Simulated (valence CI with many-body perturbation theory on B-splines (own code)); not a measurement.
Ca XV: fill in the table

Computed by valence CI with perturbative core correlation (CI+MBPT): four valence electrons over a frozen Dirac-Fock core [He], a basis of 11 s, 11 p, 10 d, 8 f, 5 g, 2 h functions for each j, with the one-electron correlation potential Σ1, the two-electron term Σ2, the three-electron term Σ3, Breit, model QED; selected CI, second order for the rest, scaled by the run's own slope (own B-spline code, finite nucleus).

No measured levels were compared; by estimate levels of excited configurations hold to 0.05 to 0.15 % of their energy, terms of the ground configuration to about 0.5 %. Among the levels kept, up to 880 cm⁻¹ of a level comes from second order outside the variational space, and about a tenth of that is noise between levels of different J, which matters for small intervals.

| Level | E (cm⁻¹) |
| --- | --- |
| 2s2 2p2 3P_0 | 0 |
| 2s2 2p2 3P_1 | ? |
| 2s2 2p2 3P_2 | ? |
| 2s2 2p2 1D_2 | 108780 |
| 2s2 2p2 1S_0 | 197960 |
| 2s 2p3 5S°_2 | 275730 |
| 2s 2p3 3D°_2 | ? |
| 2s 2p3 3D°_1 | ? |
| 2s 2p3 3D°_3 | 500340 |
| 2s 2p3 3P°_0 | 581990 |
| 2s 2p3 3P°_1 | 583060 |
| 2s 2p3 3P°_2 | 585910 |
| 2s 2p3 3S°_1 | ? |
| 2s 2p3 1D°_2 | 730210 |
| 2s 2p3 1P°_1 | 815030 |
| 2p4 3P_2 | 1107900 |
| 2p4 3P_1 | 1134200 |
| 2p4 3P_0 | 1140400 |
| 2p4 1D_2 | 1195600 |
| 2p4 1S_0 | ? |

(1) The levels stand in rising order. What does the calculation give for the missing energies?

Answers

(1) 2s2 2p2 3P_1 17547; 2s2 2p2 3P_2 35913; 2s 2p3 3D°_2 496790; 2s 2p3 3D°_1 497700; 2s 2p3 3S°_1 729370; 2p4 1S_0 1351700.
